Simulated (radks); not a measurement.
Valence configurations of Au I (all share [Xe]). Calculated with a radial shooting solver on a logarithmic mesh with Libxc functionals: scalar-relativistic Kohn-Sham, LDA (Slater exchange, Perdew-Wang correlation), spin-polarised, spherical densities, finite nucleus; open shells are filled with parallel spins first (spin-orbit coupling, left out, can overturn this in heavy ions); Fermi nuclear charge, rms radius 5.4371 fm. Energies are relative to 4f14 5d10 6s1; eigenvalues in eV for spin up.

| valence | E (eV) | moment (Bohr magnetons) | e(4f) | e(5d) | e(6p) | e(6s) |
|---|---|---|---|---|---|---|
| 4f14 5d10 6s1 | 0.000 | 1 | -81.569 | -7.216 | - | -6.332 |
| 4f14 5d9.5 6s1.5 | 0.706 | 1 | -83.070 | -8.300 | - | -6.700 |
| 4f14 5d9 6s2 | 1.625 | 1 | -84.633 | -9.428 | - | -7.074 |
| 4f14 5d10 6s0.5 6p0.5 | 2.662 | 1 | -82.662 | -8.251 | -1.707 | -7.110 |
| 4f14 5d10 6p1 | 5.408 | 1 | -83.650 | -9.174 | -2.193 | - |
| 4f14 5d9 6s1 6p1 | 6.869 | 3 | -86.536 | -11.411 | -2.605 | -8.838 |
| 4f14 5d8.5 6s1.5 6p1 | 8.447 | 3 | -88.202 | -12.591 | -2.720 | -9.217 |
| 4f14 5d8 6s1 6p2 | 15.744 | 5 | -91.454 | -15.390 | -3.792 | -10.971 |
| 4f14 5d7.5 6s1.5 6p2 | 18.249 | 5 | -93.260 | -16.651 | -3.922 | -11.366 |
| 4f13.5 5d10 6s1 6p0.5 | 42.013 | 2 | -90.019 | -9.775 | -1.896 | -7.631 |

NIST lists [Xe] 4f14 5d10 6s1 as the ground configuration; this level of theory agrees among the configurations tried. The energies are those of spherical high-spin densities, not of single terms.
